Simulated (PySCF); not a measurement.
**SMILES c1(C(F)(F)F)c(F)cccc1, C$_{7}$H$_{4}$F$_{4}$**

Molfile (atoms numbered from 1):
```
C7H4F4
     RDKit          3D

 15 15  0  0  0  0  0  0  0  0999 V2000
   -0.4970    2.2832    0.5850 F   0  0  0  0  0  0  0  0  0  0  0  0
    0.0963    1.1348    0.2822 C   0  0  0  0  0  0  0  0  0  0  0  0
    1.4820    1.0816    0.2335 C   0  0  0  0  0  0  0  0  0  0  0  0
    2.1019   -0.1240   -0.0875 C   0  0  0  0  0  0  0  0  0  0  0  0
    1.3395   -1.2593   -0.3564 C   0  0  0  0  0  0  0  0  0  0  0  0
   -0.0503   -1.1888   -0.3013 C   0  0  0  0  0  0  0  0  0  0  0  0
   -0.6876    0.0093    0.0203 C   0  0  0  0  0  0  0  0  0  0  0  0
   -2.1876    0.1080    0.0878 C   0  0  0  0  0  0  0  0  0  0  0  0
   -2.6631    0.9811   -0.8026 F   0  0  0  0  0  0  0  0  0  0  0  0
   -2.5995    0.5068    1.2928 F   0  0  0  0  0  0  0  0  0  0  0  0
   -2.7640   -1.0713   -0.1623 F   0  0  0  0  0  0  0  0  0  0  0  0
    2.0521    1.9869    0.4485 H   0  0  0  0  0  0  0  0  0  0  0  0
    3.1924   -0.1731   -0.1271 H   0  0  0  0  0  0  0  0  0  0  0  0
    1.8266   -2.2028   -0.6089 H   0  0  0  0  0  0  0  0  0  0  0  0
   -0.6602   -2.0693   -0.5075 H   0  0  0  0  0  0  0  0  0  0  0  0
  1  2  1  0
  2  3  2  0
  3  4  1  0
  4  5  2  0
  5  6  1  0
  6  7  2  0
  7  8  1  0
  8  9  1  0
  8 10  1  0
  8 11  1  0
  7  2  1  0
  3 12  1  0
  4 13  1  0
  5 14  1  0
  6 15  1  0
M  END
```

Method: TDDFT CAM-B3LYP/aug-cc-pVDZ excited states, vertical, gas phase (PySCF 2.14.0). Geometry: PBE0-D3(BJ)/def2-SVP.

(1) How strongly do the lowest singlets absorb one photon, and two photons of half the energy?

Answers

(1) δ for parallel linear polarisation; σ at the peak of a Lorentzian of half width 0.1 eV, single beam; Ω is circular over linear.
| state | E (eV) | f | photon λ (nm) | δ (au) | σ (GM) | Ω | main |
| --- | --- | --- | --- | --- | --- | --- | --- |
| S1 | 5.34 | 0.024 | 464 | 1.47 | 0.01 | 1.47 | HOMO→LUMO 0.70, HOMO−1→LUMO+2 0.26 |
| S2 | 6.12 | 0.005 | 405 | 3.05 | 0.04 | 0.79 | HOMO→LUMO+2 0.50, HOMO−1→LUMO 0.46 |
| S3 | 6.74 | 0.005 | 368 | 50.9 | 0.85 | 1.50 | HOMO→LUMO+1 0.92 |
| S4 | 7.01 | 0.641 | 354 | 26.2 | 0.47 | 0.11 | HOMO−1→LUMO 0.50, HOMO→LUMO+2 0.45 |
| S5 | 7.06 | 0.550 | 351 | 1.26 | 0.02 | 1.50 | HOMO−1→LUMO+2 0.70, HOMO→LUMO 0.25 |
| S6 | 7.20 | 0.013 | 345 | 69 | 1.31 | 1.50 | HOMO−1→LUMO+1 0.83 |

Among these, the strongest one-photon state is S4, the strongest two-photon state S6, with a dipole change of 7.7 D (relaxed, norm of the difference vector).
